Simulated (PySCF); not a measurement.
A mixed set of molecules.

All values: PBE0/def2-SVPD (PySCF) at GFN2-xTB geometries, gas phase, one conformer each. Core orbitals are frozen in the response; Δα² is half the sum of the squared differences of the principal polarisabilities.

Task: Rank by dipole moment, highest first.
A. `[OH:1][P:2]([OH:3])[OH:4]` with H–O1–P2–O3 80°, O1–P2–O3–H 179°, O1–P2–O4–H 80° (phosphorous acid)
B. `[CH3:1]/[CH:2]=[C:3](\[CH2:4][CH3:5])[C:6](=[O:7])[F:8]` with C2–C3–C4–C5 86°, C2–C3–C6–O7 179°
C. `[CH:1](=[CH:2]\[C@H:3]1[CH2:4][NH:5]1)/[CH:6]1[CH2:7][CH2:8]1` with C1–C2–C3–C4 142°, C2–C1–C6–C7 146°
D. `[CH3:1][CH2:2][C:3]1([C:4](=[O:5])[F:6])[CH2:7][CH2:8]1` with C1–C2–C3–C4 70°, C2–C3–C4–O5 4°

Result: B (4.27 D), D (3.52 D), A (1.59 D), C (1.43 D).

Task: Rank by HOMO energy, highest first.
A. `C(=C\[C@H]1CN1)/C1CC1`
B. `CCC1(C(=O)F)CC1`
C. `C/C=C(\CC)C(=O)F`
D. `OP(O)O`

Result: A (-6.43 eV), D (-7.03 eV), C (-7.96 eV), B (-8.70 eV).

Task: Rank by HOMO–LUMO gap, lowest first.
A. `CCC1(C(=O)F)CC1`
B. `CC#C[C@@H]1CN1CC`
C. `C/C=C(\CC)C(=O)F`
D. `OP(O)O`
E. `C1[C@H]2CCC[C@]21N=C`

Result: C (6.25 eV), E (6.76 eV), B (7.09 eV), D (7.45 eV), A (8.19 eV).

All values together:

```json
{"SMILES": "OP(O)O", "formula": "H3O3P", "μ (D)": "1.59", "HOMO (eV)": "-7.03", "LUMO (eV)": "0.42", "α (Å³)": "5.95", "Δα (Å³)": "1.11", "electrons": "42", "α per electron (Å³)": "0.142"}
{"SMILES": "C=N[C@@]12CCC[C@@H]1C2", "formula": "C7H11N", "μ (D)": "1.48", "HOMO (eV)": "-6.91", "LUMO (eV)": "-0.15", "α (Å³)": "12.84", "Δα (Å³)": "4.80", "electrons": "60", "α per electron (Å³)": "0.214"}
{"SMILES": "CC#C[C@@H]1CN1CC", "formula": "C7H11N", "μ (D)": "1.60", "HOMO (eV)": "-6.45", "LUMO (eV)": "0.64", "α (Å³)": "13.38", "Δα (Å³)": "5.44", "electrons": "60", "α per electron (Å³)": "0.223"}
{"SMILES": "C(=C\\[C@H]1CN1)/C1CC1", "formula": "C7H11N", "μ (D)": "1.43", "HOMO (eV)": "-6.43", "LUMO (eV)": "0.44", "α (Å³)": "13.79", "Δα (Å³)": "8.40", "electrons": "60", "α per electron (Å³)": "0.230"}
{"SMILES": "C/C=C(\\CC)C(=O)F", "formula": "C6H9FO", "μ (D)": "4.27", "HOMO (eV)": "-7.96", "LUMO (eV)": "-1.71", "α (Å³)": "11.52", "Δα (Å³)": "5.38", "electrons": "62", "α per electron (Å³)": "0.186"}
{"SMILES": "CCC1(C(=O)F)CC1", "formula": "C6H9FO", "μ (D)": "3.52", "HOMO (eV)": "-8.70", "LUMO (eV)": "-0.51", "α (Å³)": "10.64", "Δα (Å³)": "2.32", "electrons": "62", "α per electron (Å³)": "0.172"}
```

Conformers: `[OH:1][P:2]([OH:3])[OH:4]` with H–O1–P2–O3 80°, O1–P2–O3–H 179°, O1–P2–O4–H 80°; `[CH2:1]=[N:2][C@@:3]12[CH2:4][CH2:5][CH2:6][C@@H:7]1[CH2:8]2` with C1–N2–C3–C4 8°, N2–C3–C4–C5 160°, C3–C4–C5–C6 -28°, C4–C5–C6–C7 29°, C5–C6–C7–C8 47°; `[CH3:1][C:2]#[C:3][C@@H:4]1[CH2:5][N:6]1[CH2:7][CH3:8]` with C5–N6–C7–C8 -156°; `[CH:1](=[CH:2]\[C@H:3]1[CH2:4][NH:5]1)/[CH:6]1[CH2:7][CH2:8]1` with C1–C2–C3–C4 142°, C2–C1–C6–C7 146°; `[CH3:1]/[CH:2]=[C:3](\[CH2:4][CH3:5])[C:6](=[O:7])[F:8]` with C2–C3–C4–C5 86°, C2–C3–C6–O7 179°; `[CH3:1][CH2:2][C:3]1([C:4](=[O:5])[F:6])[CH2:7][CH2:8]1` with C1–C2–C3–C4 70°, C2–C3–C4–O5 4°.

Task: How closely does the mean polarisability follow the number of electrons in this set?

Result: The correlation coefficient is 0.86; α per electron runs from 0.142 to 0.230 Å³.
